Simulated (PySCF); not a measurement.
Molecule: 2-methylpyridine, C₆H₇N.

Bonds (- single, = double, # triple, : aromatic): C1-C2, C2:C3, C3:C4, C4:C5, C5:C6, C6:N7, N7:C2. C1 carries H8, H9, H10; C3 carries H11; C4 carries H12; C5 carries H13; C6 carries H14.

Frames of a GFN2-xTB Langevin trajectory at 200 K; GIAO PBE0/pcSseg-1 shieldings in PySCF, gas phase, non-relativistic; equivalent atoms averaged within each frame.

References, each an isolated molecule treated in the same way: TMS for ¹³C (186.93 ppm), ¹H (31.72 ppm); NH3 for ¹⁵N (267.73 ppm). The references are static minima.

How do the shifts (ppm) fluctuate along the trajectory?

Results:


```csv
time (fs),C2,C6,C4,C5,C3,C1,N7,H14,H12,H13
optimised geometry,164.2,155.2,141.6,125.4,127.6,27.6,356.9,8.82,7.86,7.20
250,162.8,156.5,140.5,127.4,126.6,24.0,360.9,9.19,7.72,7.14
425,164.4,155.6,147.9,126.5,134.4,28.9,341.3,9.30,8.31,7.28
625,172.0,157.7,141.4,126.4,133.6,32.3,347.3,9.21,7.77,6.88
800,164.5,150.8,143.6,121.8,134.8,24.9,372.8,8.57,8.03,6.62
1000,166.7,155.9,141.5,126.3,124.1,25.2,376.1,9.14,7.63,7.94
mean of frames,166.1,155.3,143.0,125.7,130.7,27.0,359.7,9.08,7.89,7.17
standard deviation,3.6,2.6,3.0,2.2,5.0,3.5,15.3,0.29,0.28,0.50
```

5 frames give an uncertainty of the mean of about the standard deviation over 2.2 at best, since frames this close in time may not be independent; classical motion lacks zero-point vibration, and the reference would need the same averaging.
